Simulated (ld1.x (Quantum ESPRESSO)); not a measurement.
# Logarithmic derivatives: helium (He), RRKJ

| Quantity | Value |
| --- | --- |
| Element | helium |
| Generator | ld1.x (Quantum ESPRESSO) 7.5 |
| Type | norm-conserving RRKJ (Kleinman–Bylander form) |
| Functional | BP86 |
| Relativity | scalar-relativistic |
| Frozen core | none |
| Valence charge | 2 |
| Reference configuration | 1s2 |
| Partial waves | 2p channel at -0.2 Ry: rc 0.50 bohr; 1s (bound): rc 0.45 bohr |
| Local potential | the s channel |
| Core correction | none |
| rho0 | 0.02 |

The phase is arctan(r·u′/u) with u = r·R(r), unwrapped; energies in Ry, scanned from -3 to 5 Ry. A pole is an energy at which the radial function vanishes at the test radius. The pseudo phase is shifted by a multiple of π to meet the all-electron one at the reference energy, and phase errors are pseudo minus all-electron; the curves can meet again beyond the range given. Levels narrower than the energy grid can be missing from the lists of poles.

```csv
channel,radius (bohr),reference energy (Ry),"poles, all-electron","poles, pseudo",unbroken range about the reference energy with phases within 0.05 rad,phase error 1 Ry above the reference energy (rad)
s,0.55,-1.17,none,none,the whole range,+0.000
p,0.55,-0.20,none,none,the whole range,+0.000
```

Phases in the p channel:

| E (Ry) | all-electron | pseudo |
| --- | --- | --- |
| -3.00 | 1.072 | 1.072 |
| -2.52 | 1.064 | 1.064 |
| -2.04 | 1.057 | 1.057 |
| -1.56 | 1.049 | 1.049 |
| -1.08 | 1.041 | 1.041 |
| -0.60 | 1.032 | 1.032 |
| -0.12 | 1.024 | 1.024 |
| 0.36 | 1.015 | 1.015 |
| 0.84 | 1.005 | 1.005 |
| 1.32 | 0.995 | 0.995 |
| 1.80 | 0.985 | 0.985 |
| 2.28 | 0.974 | 0.974 |
| 2.76 | 0.963 | 0.963 |
| 3.24 | 0.951 | 0.951 |
| 3.72 | 0.939 | 0.939 |
| 4.20 | 0.926 | 0.926 |
| 4.68 | 0.913 | 0.912 |
